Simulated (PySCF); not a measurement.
Species: CH6BNO2.
Bonds: C1–N2, N2–B3, B3–O4, B3–O5. Hydrogens: H6, H7, H8 on C1; H9 on N2; H10 on O4; H11 on O5.

Theory: PBE0-D3(BJ)/def2-SVP geometry optimisation, gas phase in PySCF.

(1) List the bond lengths, angles and torsions at this level.

## Answers

(1) 
```json
{"bond": "C1–N2", "length (Å)": "1.439"}
{"bond": "N2–B3", "length (Å)": "1.416"}
{"bond": "B3–O4, B3–O5", "length (Å)": "1.374"}
{"bond": "C1–H6, C1–H7, C1–H8", "length (Å)": "1.103"}
{"bond": "N2–H9", "length (Å)": "1.011"}
{"bond": "O4–H10, O5–H11", "length (Å)": "0.960"}
```

Bonds in one row agree within 0.01 Å and their mean is given. A selection of angles:
```json
{"angle": "N2–C1–H6", "degrees": "108.9"}
{"angle": "N2–C1–H7", "degrees": "112.4"}
{"angle": "N2–C1–H8", "degrees": "112.7"}
{"angle": "H6–C1–H7", "degrees": "107.6"}
{"angle": "C1–N2–B3", "degrees": "124.8"}
{"angle": "C1–N2–H9", "degrees": "115.0"}
{"angle": "B3–N2–H9", "degrees": "120.1"}
{"angle": "N2–B3–O4", "degrees": "119.1"}
{"angle": "N2–B3–O5", "degrees": "123.2"}
{"angle": "O4–B3–O5", "degrees": "117.7"}
{"angle": "B3–O4–H10", "degrees": "110.5"}
{"angle": "B3–O5–H11", "degrees": "114.0"}
```

Torsions: C1–N2–B3–O4 -1° (synperiplanar); H10–O4–B3–N2 -178° (antiperiplanar); H11–O5–B3–N2 1° (synperiplanar). The mirror-image conformer, all signs reversed, is as good.

N2 (boron-bound nitrogen) is planar (angles 124.8°, 120.1° and 115.0°, sum 359.9°, 0.02 Å off the plane of its three neighbours). The 5 heavy atoms lie in one plane (0.003 Å rms). B3 (three-coordinate boron) is planar (angles 123.2°, 119.1° and 117.7°, sum 360.0°, 0.00 Å off the plane of its three neighbours). O4 (boron-bound oxygen) is bent (angle 110.5°). Of the pairs four or more bonds apart, O4···H6 is among the closest relative to their van der Waals radii: 2.42 Å, 89 % of the sum of Bondi's values.

Point group: near Cs, missed by 0.10 Å at most; the miss may be what the optimiser left on a soft mode. Not checked by PBE0-D3(BJ)/def2-SVP frequencies. One conformer, not necessarily the lowest (N2–B3–O4–H -178°, N2–B3–O5–H 1°).
